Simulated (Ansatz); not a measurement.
Ansatz (a program for electronic structure) input:

Ansatz 0.2 input:
```yaml
crystal:
  periodic: [false, false, false]
  atoms:
    - {symbol: Hg, position_ang: [0.00000000, 0.00000000, 0.00000000]}
    - {symbol: Br, position_ang: [-0.00000000, -0.00000000, -2.42372149]}
    - {symbol: Br, position_ang: [0.00000000, 0.00000000, 2.42372149]}
basis:
  gaussian:
    orbitals: def2-TZVPD
hamiltonian:
  xc: {name: PBE}
total_charge: 1
magnetization: {spin_polarized: true, initial_magnetization: 1}
output: {forces: true}
```

**Question.** Predict the final energy.

**Answer.** -5300.78336 Eh (PBE/def2-TZVPD). The basis has 160 functions.

The spin state was set by rule; other spins were not relaxed.
